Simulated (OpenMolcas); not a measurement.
An atom or ion with 72 electrons was computed by MS-RASPT2, IPEA 0.25 Eh, imaginary shift 0.1 Eh with spin-orbit coupling (OpenMolcas, ANO-RCC-VTZP, DKH2). The lowest levels that the run gave, each within 12 % of the measured value where one is at hand:

```csv
J,Parity,E (cm⁻¹),g
0,even,0.0,
1,even,3300,1.500
2,even,6380,1.481
3,even,8870,1.465
4,even,10710,1.428
0,even,15440,
4,even,18450,0.959
1,even,20530,1.424
2,even,21300,0.786
3,even,21370,0.916
5,even,22720,1.071
6,even,24760,1.131
```

Question: Which ion is it, and what are the configurations and terms?

Answer: Re3+ (Z = 75, charge +3; active space 4 electrons in 9 orbitals (RAS2 5d 6s; RAS3 6p, at most 2 electrons)). J, parity and g give the terms where levels are pure, and mixed ones are named by the computed weights; the size of the splittings, set against known spectra of the 72-electron sequence, gives the charge. In order, with the measured energies in cm⁻¹ (the list in Brasseur, Gamrath and Quinet, At. Data Nucl. Data Tables 157, 101636 (2024)): 5d⁴ ⁵D₀ [67 %], 5d⁴ ⁵D₁ (3084), 5d⁴ ⁵D₂ (5979), 5d⁴ ⁵D₃ (8350), 5d⁴ ⁵D₄ (10121), 5d⁴ ³P₀(1) [57 %], 5d⁴ ³H₄ [57 %] (16946), 5d⁴ ³P₁(1) (19340), 5d⁴ ³F₂(1) [72 %] (19851), 5d⁴ ³G₃ [57 %] (19817), 5d⁴ ³H₅ (20930), 5d⁴ ³H₆ (22896).

CASPT2 breaks the degeneracy within a term, and the mean is taken; among the terms shown or strongly mixed into the levels shown the widest spread is 200 cm-1 (5d⁴ ¹I). Blocks of more than 70 roots (2S+1 = 3 even, 1 even) ran without multistate coupling. Some high roots are left out of the spin-orbit mixing, which shifts the levels that they would mix with. Terms from blocks run as CI alone lack orbitals of their own. Computed and measured levels are paired by configuration, term and J; levels that our copy of the source lacks, or whose pairing is in doubt (as where it misses far off the trend of its configuration), stay unpaired and out of the deviations. Only configurations of the active space appear.

A share in square brackets marks a mixed level and gives the weight of the term that names it. A number in round brackets counts repeated terms of one configuration in the order of the reference energies.
